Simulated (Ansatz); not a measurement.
Ideal-gas functions of `[F][Ga]1[BH][GaH]1` at 400 K and 1 bar, from an Ansatz frequency run at PBE0-D4/def2-TZVP.

Molar mass 171.27 g/mol, point group C1 (symmetry number 1), electronic degeneracy 1, moments of inertia 39.624, 444.109, 481.497 u Å². Harmonic wavenumbers (cm⁻¹, unscaled): 70, 112, 139, 277, 403, 494, 579, 645, 685, 744, 1990, 2609.

Use S(trans) = R[1.5 ln M + 2.5 ln T − 1.1517]; rotational temperatures θ = 24.2544 K / I; S(rot) = R[ln(√π/σ · √(T³/θAθBθC)) + 1.5]; for each mode x = 1.438777 ν̃/T, S = R[x/(eˣ − 1) − ln(1 − e⁻ˣ)] and H = RT x/(eˣ − 1); 1 cm⁻¹ = 0.0119627 kJ/mol; R = 8.31446 J/(mol·K).

Q: By hand: the entropy, in J/(mol·K).

A: Translation 179.1. Rotation: θ = 0.6121, 0.0546, 0.0504 K, giving 118.5. Vibration, mode by mode: 19.80, 15.93, 14.16, 8.68, 5.92, 4.55, 3.57, 2.96, 2.65, 2.24, 0.05, 0.01, in all 80.5. Electronic 0.0. Sum 378.1 J/(mol·K).

Q: By hand: H − E and G − E in kJ/mol, counted from the electronic energy.

A: Zero-point energy ½ × 8747 × 0.0119627 = 52.3; thermal vibration 16.1; translation, rotation and pV give 4 RT = 13.3. H − E = 81.7 kJ/mol, and G − E = 81.7 − 400 × 378.1/1000 = -69.5 kJ/mol.

Vibration gives 21 % of the entropy, 49.9 J/(mol·K) of it from the modes under 150 cm⁻¹: soft modes count most, and the harmonic formula is weakest for them. The sum counts one conformer and one mirror image; others add a mixing term.
